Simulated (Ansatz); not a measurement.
**Relative energy of two structures of FH3Si2Sn2**

Structure I is a singlet given by its coordinates and structure II is a singlet given by its coordinates. Both are isolated molecules in the gas phase, relaxed with r2SCAN-D4/def2-SVP.

I (Å):

```yaml
atoms:
  - { symbol: F, position_ang: [-4.2701, -0.2601, -2.0416] }
  - { symbol: Si, position_ang: [-1.2341, 0.9840, -0.4718] }
  - { symbol: Si, position_ang: [0.6155, 1.7624, 0.4808] }
  - { symbol: Sn, position_ang: [-3.6917, 1.3700, -1.1383] }
  - { symbol: Sn, position_ang: [0.8143, -0.6821, -0.4869] }
  - { symbol: H, position_ang: [-4.7488, 1.5244, 0.2022] }
  - { symbol: H, position_ang: [-3.8979, 2.6111, -2.3025] }
  - { symbol: H, position_ang: [-1.1812, -0.5141, -1.0878] }
```

Close contacts (Å): F1–Sn4 1.95, Si2–Si3 2.22, Si2–Sn4 2.58, Si2–Sn5 2.64, Si3–Sn5 2.64, Si2–H8 1.62, Sn4–H6 1.71, Sn4–H7 1.71, Sn5–H8 2.09.

II (Å):

```xyz
8

F     1.5567    0.4658    0.9167
Si   -0.0211   -0.7986   -1.8411
Si   -1.2670   -0.5708    0.1622
Sn    0.9848   -1.6271    0.9748
Sn    0.4825    1.5616   -0.6306
H     1.2521   -1.4373   -1.0300
H    -1.1166    0.8513    0.8147
H    -2.7400   -0.8043    0.1622
```

Close contacts (Å): F1–Sn4 2.17, F1–Sn5 2.18, Si2–Si3 2.37, Si2–Sn5 2.70, Si3–Sn4 2.62, Si2–H6 1.64, Si3–H7 1.57, Si3–H8 1.49, Sn4–H6 2.03, Sn5–H7 2.27.

**Question.** Estimate which is lower in electronic energy at CCSD(T)/def2-SVP + ΔMP2/def2-TZVPP, and by roughly how much.

**Answer.** The CCSD(T)/def2-SVP + ΔMP2/def2-TZVPP calculation puts structure II lower, by 33.7 kcal/mol.

How the difference moves with the method:

```csv
level,geometry,E(II) − E(I) (kcal/mol),departure from the last row (kcal/mol),"job, with rough time for the two"
r2SCAN-D4/def2-SVP,r2SCAN-D4/def2-SVP,−39.7,−6.1,"optimisation, 24 s"
HF/def2-SVP,r2SCAN-D4/def2-SVP,−30.6,+3.1,part of the CCSD(T) run
MP2/def2-SVP,r2SCAN-D4/def2-SVP,−28.5,+5.2,part of the CCSD(T) run
CCSD(T)/def2-SVP,r2SCAN-D4/def2-SVP,−31.1,+2.6,single point
CCSD(T)/def2-SVP + ΔMP2/def2-TZVPP,r2SCAN-D4/def2-SVP,−33.7,,"single point, 1.9 min"
```

The levels shown agree on the order. The largest departure from CCSD(T)/def2-SVP + ΔMP2/def2-TZVPP is that of r2SCAN-D4/def2-SVP, 6.1 kcal/mol. Levels run at GFN2-xTB geometries aren't shown. The last row adds to CCSD(T) the change of the MP2 difference between the two basis sets, here −2.6 kcal/mol.

With harmonic frequencies from r2SCAN-D4/def2-SVP (ideal gas, rigid rotor, one conformer each, 298.15 K, 1 atm): on the last row, ΔE + ΔZPE = −32.9 kcal/mol. A mode under 50 cm⁻¹ makes harmonic enthalpies and free energies unreliable, so none is given.

The correlated steps freeze 19 core orbitals; the filled d shell of Sn is correlated, in a basis made for valence electrons. Atoms past krypton carry core potentials in the def2 sets and no spin–orbit term is included. Codes used: Ansatz 0.2.0; the last row on 2 threads of Intel(R) Xeon(R) Platinum 8259CL CPU @ 2.50GHz (Skylake/Cascade Lake) on a shared host.
